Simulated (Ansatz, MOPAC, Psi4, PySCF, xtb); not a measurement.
Two geometries of C4H10O2, SMILES COCC(C)O, relaxed at B3LYP-D3(BJ)/def2-SVP with one dihedral held; other torsions can differ between them too.

Structure A

```
16

C      1.6275    -1.5386     0.8872
O      1.4184    -0.2197     0.4422
C      0.2136     0.0413    -0.2336
C     -1.0417    -0.6400     0.3207
C     -2.2911    -0.1542    -0.4115
O     -1.1566    -0.4658     1.7243
H      1.5685    -2.2769     0.0610
H      2.6453    -1.5762     1.3024
H      0.9112    -1.8272     1.6750
H      0.0758     1.1372    -0.1957
H      0.2979    -0.2328    -1.3082
H     -0.9548    -1.7298     0.1754
H     -2.4141     0.9356    -0.2912
H     -2.2425    -0.3749    -1.4899
H     -3.1824    -0.6448     0.0059
H     -0.9504     0.4558     1.9322
```

Structure B

```
16

C      0.1534    -1.3747    -1.9832
O      0.2894    -0.0346    -1.5891
C      0.0439     0.2697    -0.2337
C     -1.1334    -0.4452     0.4484
C     -2.4787    -0.1032    -0.1839
O     -1.1117    -0.1415     1.8331
H     -0.8922    -1.7338    -1.9577
H      0.5088    -1.4417    -3.0221
H      0.7668    -2.0626    -1.3659
H      0.9411     0.0462     0.3803
H     -0.1219     1.3604    -0.1884
H     -0.9707    -1.5337     0.3997
H     -2.6822     0.9771    -0.0784
H     -2.4903    -0.3313    -1.2602
H     -3.2927    -0.6568     0.3077
H     -1.3227     0.7972     1.9335
```

Which is lower in energy at the level CCSD(T) on RHF/cc-pVDZ, frozen core // B3LYP-D3(BJ)/def2-SVP (Ansatz, a first-principles code), and by how much?

A is lower, by 5.28 kJ/mol (dihedral C4–C3–O2–C1: 40° in A, -40° in B).

E(B) − E(A) in kJ/mol at the other levels, on the same two geometries: PBE0/def2-TZVP // B3LYP-D3(BJ)/def2-SVP (Psi4) 4.84; PBE0-D3(BJ)/def2-TZVP // B3LYP-D3(BJ)/def2-SVP (Psi4) 4.46; PBE/def2-TZVP // B3LYP-D3(BJ)/def2-SVP (Psi4) 4.65; PBE-D3(BJ)/def2-TZVP // B3LYP-D3(BJ)/def2-SVP (Psi4) 4.27; r2SCAN/def2-TZVP // B3LYP-D3(BJ)/def2-SVP (Psi4) 5.21; RHF/cc-pVDZ // B3LYP-D3(BJ)/def2-SVP (Ansatz) 5.31; MP2 on RHF/cc-pVDZ, frozen core // B3LYP-D3(BJ)/def2-SVP (Ansatz) 5.43; CCSD on RHF/cc-pVDZ, frozen core // B3LYP-D3(BJ)/def2-SVP (Ansatz) 5.30; PM3, restricted, heats of formation // B3LYP-D3(BJ)/def2-SVP (MOPAC) -0.26; PM6, restricted, heats of formation // B3LYP-D3(BJ)/def2-SVP (MOPAC) -0.61; GFN1-xTB // B3LYP-D3(BJ)/def2-SVP (xtb) -0.60; restricted B3LYP/6-31G*, spherical d, density fitting // B3LYP-D3(BJ)/def2-SVP (PySCF) 4.60; restricted B3LYP/LANL2DZ // B3LYP-D3(BJ)/def2-SVP (PySCF) 5.04; restricted Hartree-Fock/STO-3G // B3LYP-D3(BJ)/def2-SVP (PySCF) 4.82; restricted B3LYP/6-311+G**, spherical d, density fitting // B3LYP-D3(BJ)/def2-SVP (PySCF) 4.81.
